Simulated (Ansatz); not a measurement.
Cartesian coordinates in Å:
```
C 1.7344 -0.2010 0.3052
Ge 0.0709 0.8167 0.4530
Si -1.6785 -0.3050 -0.7077
Cl -1.7535 -2.2585 -0.0307
H 2.5247 0.2866 0.8767
H 2.0452 -0.2693 -0.7377
H 1.5868 -1.2089 0.6941
H 0.2464 2.2296 -0.1405
H -0.3333 0.9673 1.9319
H -3.0135 0.3011 -0.4726
H -1.4297 -0.3586 -2.1716
```

Charge 0, multiplicity 1.

Q: List the r2SCAN/def2-TZVPP orbital energies in eV (the Gaussian-basis code of Ansatz). (Best estimate.)

A: Computed: Occupied: -10834.05, -2753.29, -1791.95, -1349.18, -1199.23, -1199.22, -1199.22, -273.10, -254.68, -193.22, -193.08, -193.08, -167.35, -142.33, -117.05, -117.04, -117.01, -97.25, -97.15, -97.15, -30.34, -30.32, -30.31, -30.26, -30.26, -21.42, -18.35, -14.44, -12.89, -10.58, -10.54, -9.96, -9.66, -8.79, -8.45, -8.19, -7.86, -7.02. Lowest empty: -0.90, -0.22, 0.21, 0.80, 1.25, 1.33, 1.75, 2.45.
